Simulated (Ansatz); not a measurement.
Consider the formal exchange of groups at the Si–N bond: `C=C(F)N[SiH3]` + `C[SiH2][SiH](F)Cl` → `F[SiH](Cl)[SiH2][SiH3]` + `C=C(F)NC`.

Program: Ansatz. Geometries: PBE0-D4/def2-TZVP. ΔE: electronic, gas phase. CCSD(T)/CBS adds triple-zeta CCSD(T) − MP2 to the extrapolated MP2 energy (def2 sets, frozen cores). Functionals use def2-TZVPP. One conformer a species, not always the lowest.

Is it downhill or uphill in electronic energy at CCSD(T)/CBS, and by how much? (Estimate.)

Ansatz gave: Uphill: ΔE = +27.4 kcal/mol.

What do these levels give: ωB97X-V, PBE0, HF/def2-QZVPP, MP2/def2-QZVPP, SCS-MP2/def2-QZVPP, MP2/CBS(def2)? (An estimate is asked.)

The calculation gave: ωB97X-V 26.3, PBE0 23.7, HF/def2-QZVPP 29.7, MP2/def2-QZVPP 30.0, SCS-MP2/def2-QZVPP 29.7, MP2/CBS(def2) 30.1 kcal/mol.

Largest T1 diagnostic among the species: 0.012.

From PBE to PBE0 (25 % exact exchange), in def2-TZVPP and without D4, ΔE moves by +1.6 kcal/mol.
